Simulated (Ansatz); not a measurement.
`BOB[SiH3]` + `O[SiH]` → `[SiH]O[SiH3]` + `BOB` at 298.15 K and 1 bar (cleavage of the Si–B bond).

Calculated with Ansatz (gas phase, PBE0-D4/def2-TZVP geometries, no zero-point term in ΔE). CCSD(T)/CBS adds triple-zeta CCSD(T) − MP2 to the extrapolated MP2 energy (def2 sets, frozen cores). This one scheme is used for every species. One conformer a species, not always the lowest.

```json
{"species": "`BOB[SiH3]`", "CCSD(T)/CBS energy (Eh)": "-417.48760", "H − E (kJ/mol)": "184.9", "S (J/(mol·K))": "337.9"}
{"species": "`O[SiH]`", "CCSD(T)/CBS energy (Eh)": "-365.43832", "H − E (kJ/mol)": "65.7", "S (J/(mol·K))": "241.9"}
{"species": "`[SiH]O[SiH3]`", "CCSD(T)/CBS energy (Eh)": "-655.75389", "H − E (kJ/mol)": "112.0", "S (J/(mol·K))": "306.5"}
{"species": "`BOB`", "CCSD(T)/CBS energy (Eh)": "-127.21702", "H − E (kJ/mol)": "136.1", "S (J/(mol·K))": "262.9"}
```

H − E and S are ideal-gas, rigid-rotor, harmonic terms from PBE0-D4/def2-TZVP, for one conformer and one mirror image of each species. 1 Eh = 2625.50 kJ/mol, R = 8.31446 J/(mol·K).

Question: By hand: ΔE, ΔH, ΔS and ΔG.

Answer: ΔE = (-655.75389) + (-127.21702) − (-417.48760) − (-365.43832) = -0.04499 Eh = -118.1 kJ/mol. Δ(H − E) = 112.0 + 136.1 − 184.9 − 65.7 = -2.5, so ΔH = -120.6 kJ/mol. ΔS = 306.5 + 262.9 − 337.9 − 241.9 = -10.4 J/(mol·K). ΔG = -120.6 − 298.15 × (-10.4)/1000 = -117.5 kJ/mol.

Question: By hand: the equilibrium constant, and the temperature at which ΔG would vanish if ΔH and ΔS stayed fixed.

Answer: log₁₀ K = −ΔG/(RT ln 10) = 20.6. ΔG = 0 at ΔH/ΔS = 11596 K, far beyond where these terms or the molecules hold.

The number of gas molecules stays the same, so ΔS is small and ΔH decides. A doubt of 5 kJ/mol in ΔE shifts log₁₀ K by 0.9 here. Other conformers and mirror images would add mixing entropy, several J/(mol·K) or more a flexible species. Modes under 60 cm⁻¹, often nearly free rotors, make the harmonic entropy too high. These are equilibria of isolated gas molecules and say nothing of rates. Largest T1 diagnostic: 0.016 (customary marks: 0.02 for closed shells, 0.045 for open ones).
